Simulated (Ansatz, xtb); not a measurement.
Relative energy of two isomers of ClGeH5OSi

We compare X, `Cl[SiH2][O][GeH3]`, a singlet, with Y, `[SiH3][O][GeH2][Cl]`, a singlet. Both are isolated molecules in the gas phase, relaxed with PBE0-D3(BJ)/pcseg-1; the shapes shown needn't be the lowest conformers.

X (Å):

```json
{"atom": "Cl", "x (Å)": "3.0306", "y (Å)": "-0.4542", "z (Å)": "1.9855"}
{"atom": "Ge", "x (Å)": "1.6526", "y (Å)": "1.2720", "z (Å)": "-1.1691"}
{"atom": "O", "x (Å)": "0.7355", "y (Å)": "0.5340", "z (Å)": "0.2228"}
{"atom": "Si", "x (Å)": "1.0918", "y (Å)": "-0.6753", "z (Å)": "1.2681"}
{"atom": "H", "x (Å)": "0.1733", "y (Å)": "-0.5942", "z (Å)": "2.4281"}
{"atom": "H", "x (Å)": "1.0599", "y (Å)": "-2.0083", "z (Å)": "0.6099"}
{"atom": "H", "x (Å)": "2.6572", "y (Å)": "2.2624", "z (Å)": "-0.5752"}
{"atom": "H", "x (Å)": "0.5714", "y (Å)": "1.9548", "z (Å)": "-2.0071"}
{"atom": "H", "x (Å)": "2.3476", "y (Å)": "0.1329", "z (Å)": "-1.9272"}
```

Y (Å):

```yaml
atoms:
  - { symbol: Cl, position_ang: [1.7541, 0.4089, -1.9981] }
  - { symbol: Ge, position_ang: [0.1118, -0.6695, -1.0724] }
  - { symbol: O, position_ang: [0.0199, -0.1696, 0.6408] }
  - { symbol: Si, position_ang: [0.0937, 1.3384, 1.3584] }
  - { symbol: H, position_ang: [-0.7058, 2.3270, 0.5728] }
  - { symbol: H, position_ang: [1.5019, 1.8173, 1.4461] }
  - { symbol: H, position_ang: [-0.4811, 1.1972, 2.7232] }
  - { symbol: H, position_ang: [-1.1616, -0.2397, -1.8026] }
  - { symbol: H, position_ang: [0.4519, -2.1556, -1.0808] }
```

**Question.** Which of the two would you expect CCSD(T)/def2-SVP + ΔMP2/def2-TZVPP electronic energies to favour?

**Answer.** Structure X; the calculation gives E(Y) − E(X) = +6.9 kcal/mol.

How the difference moves with the method:

| level | geometry | E(Y) − E(X) (kcal/mol) | departure from the last row (kcal/mol) | job, with rough time for the two |
| --- | --- | --- | --- | --- |
| GFN2-xTB | GFN2-xTB | −6.6 | −13.5 | optimisation, 0.26 s |
| HF/STO-3G | GFN2-xTB | +2.4 | −4.5 | single point, 0.44 s |
| r2SCAN-D4/def2-SVP | GFN2-xTB | +6.6 | −0.3 | single point, 3.2 s |
| PBE0-D3(BJ)/pcseg-1 | PBE0-D3(BJ)/pcseg-1 | +7.4 | +0.4 | optimisation, 2 min |
| HF/def2-SVP | PBE0-D3(BJ)/pcseg-1 | +5.5 | −1.4 | part of the CCSD(T) run |
| MP2/def2-SVP | PBE0-D3(BJ)/pcseg-1 | +5.9 | −1.1 | part of the CCSD(T) run |
| CCSD(T)/def2-SVP | PBE0-D3(BJ)/pcseg-1 | +5.5 | −1.4 | single point |
| CCSD(T)/def2-SVP + ΔMP2/def2-TZVPP | PBE0-D3(BJ)/pcseg-1 | +6.9 |  | single point, 24 s |

As drawn, Y has 1 Cl–Ge, 1 Si–H in place of 1 Cl–Si, 1 Ge–H.

GFN2-xTB puts the two in the other order. The largest departure from CCSD(T)/def2-SVP + ΔMP2/def2-TZVPP is that of GFN2-xTB, 13.5 kcal/mol. The last row adds to CCSD(T) the change of the MP2 difference between the two basis sets, here +1.4 kcal/mol.

With harmonic frequencies from PBE0-D3(BJ)/pcseg-1 (ideal gas, rigid rotor, one conformer each, 600 K, 1 atm): on the last row, ΔE + ΔZPE = +6.8 kcal/mol. A mode under 50 cm⁻¹ makes harmonic enthalpies and free energies unreliable, so none is given.

The correlated steps freeze 20 core orbitals; the filled d shell of Ge is correlated, in a basis made for valence electrons. Programs: Ansatz 0.2.0, xtb 6.7.1; the last row on 2 threads of Intel(R) Xeon(R) Gold 6455B (Sapphire Rapids) on a shared host.
